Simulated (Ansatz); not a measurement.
Program: Ansatz. Geometries: PBE0-D4/def2-TZVP. ΔE: electronic, gas phase. CCSD(T)/CBS adds triple-zeta CCSD(T) − MP2 to the extrapolated MP2 energy (def2 sets, frozen cores). This one scheme is used for every species. Functionals use def2-TZVPP. B3LYP here is the variant with VWN-RPA as its local correlation; programs differ in this. def2 core potentials past Kr. For In outer-core shells are correlated without core-valence functions, which leaves a few kJ/mol of doubt a bond. Each species was taken in one conformer, which may not be the lowest.

Reaction (ligand exchange at the In–N bond): `C[N](C)[In]([F])[SH]` + H–F → `[F][In]([F])[SH]` + dimethylamine

`C[N](C)[In]([F])[SH]`:

Cartesian coordinates in Å:
```
C -1.340 0.580 0.808
N -0.061 0.065 0.399
C 0.848 -0.181 1.490
In 0.446 -0.307 -1.486
F 2.266 -1.009 -1.627
S -0.706 -0.056 -3.526
H -1.859 -0.115 1.486
H -1.996 0.752 -0.049
H -1.238 1.537 1.342
H 0.435 -0.913 2.200
H 1.055 0.740 2.054
H 1.800 -0.571 1.126
H 0.349 -0.523 -4.217
```

H–F:

Cartesian coordinates in Å:
```
F -0.048 -0.141 0.435
H 0.048 0.141 -0.435
```

`[F][In]([F])[SH]`:

Z-matrix (Å, degrees):
```
In
F 1 1.934
S 1 2.341 2 123.0
F 1 1.929 2 112.0 3 180.0
H 3 1.346 1 91.7 2 -0.0
```

`CNC`:

```xyz
10

C     0.778   -0.257    0.889
N     0.477   -0.103   -0.516
C    -0.927    0.130   -0.765
H     1.854   -0.373    1.029
H     0.296   -1.163    1.267
H     0.435    0.585    1.516
H     1.024    0.654   -0.903
H    -1.500   -0.756   -0.475
H    -1.094    0.295   -1.831
H    -1.345    0.988   -0.211
```

Q: Is it downhill or uphill in electronic energy at CCSD(T)/CBS, and by how much? (Best estimate.)

A: Computed: Downhill: ΔE = -7.8 kcal/mol.

Q: What do these levels give: r2SCAN-D4, B3LYP-D4, PBE, B3LYP, HF/def2-TZVPP, MP2/def2-TZVPP, SCS-MP2/def2-TZVPP, CCSD/def2-TZVPP, HF/def2-QZVPP, SCS-MP2/def2-QZVPP, MP2/CBS(def2), CCSD/CBS(def2)? (Best estimate.)

A: The calculation gave: r2SCAN-D4 -12.0, B3LYP-D4 -11.5, PBE -12.7, B3LYP -14.2, HF/def2-TZVPP -16.5, MP2/def2-TZVPP -6.0, SCS-MP2/def2-TZVPP -8.4, CCSD/def2-TZVPP -8.9, HF/def2-QZVPP -17.0, SCS-MP2/def2-QZVPP -8.5, MP2/CBS(def2) -5.9, CCSD/CBS(def2) -8.7 kcal/mol.

Largest T1 diagnostic among the species: 0.016.

In def2-TZVPP, CCSD(T) changes the Hartree–Fock value by +8.6 kcal/mol (the triples alone add +1.0 kcal/mol) and MP2 by +10.5 kcal/mol. From PBE to PBE0 (25 % exact exchange), in def2-TZVPP and without D4, ΔE moves by +0.8 kcal/mol. The D4 term adds +2.8 kcal/mol with B3LYP and +1.6 kcal/mol with PBE0; it sums over pairs of atoms, weighted by their polarisabilities, and B3LYP, whose exchange is more repulsive, gets the larger term.
